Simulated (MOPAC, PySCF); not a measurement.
CH₆OSSi, SMILES `S(C)[SiH2]O` (C–S–Si–O torsion 152°, S–Si–O–H torsion -50°), neutral singlet in the gas phase. 

Z-matrix (Å, degrees):
```
Si
O 1 1.6416
H 2 0.9591 1 116.65
H 1 1.4809 2 104.70 3 -172.23
H 1 1.4908 4 109.70 2 122.11
S 1 2.1306 4 113.87 5 118.69
C 6 1.8166 1 100.02 4 -91.62
H 7 1.0892 6 111.19 1 74.26
H 7 1.0893 8 108.86 6 -117.26
H 7 1.0897 8 109.89 9 -119.39
```
Charge 0, multiplicity 1.

All levels are single points at this geometry (PBE0-D4/def2-TZVP); Pople sets use spherical d functions. Orbital energies aren't observables, and empty levels follow the basis.

B3LYP/6-311+G** in PySCF gives dipole (D) = 2.18.

Task: Estimate the dipole (D) from each of these levels: PBE0-D4/def2-TZVP in PySCF; B3LYP/3-21G in PySCF; B3LYP/6-31G* in PySCF; BP86/6-31G* in PySCF; SVWN5/6-31G* in PySCF; HF/STO-3G in PySCF; AM1 in MOPAC; PM6 in MOPAC.

Result: 
```csv
level,dipole (D)
PBE0-D4/def2-TZVP in PySCF,1.99
B3LYP/3-21G in PySCF,2.30
B3LYP/6-31G* in PySCF,2.05
BP86/6-31G* in PySCF,2.00
SVWN5/6-31G* in PySCF,2.07
HF/STO-3G in PySCF,1.49
AM1 in MOPAC,2.53
PM6 in MOPAC,2.18
```
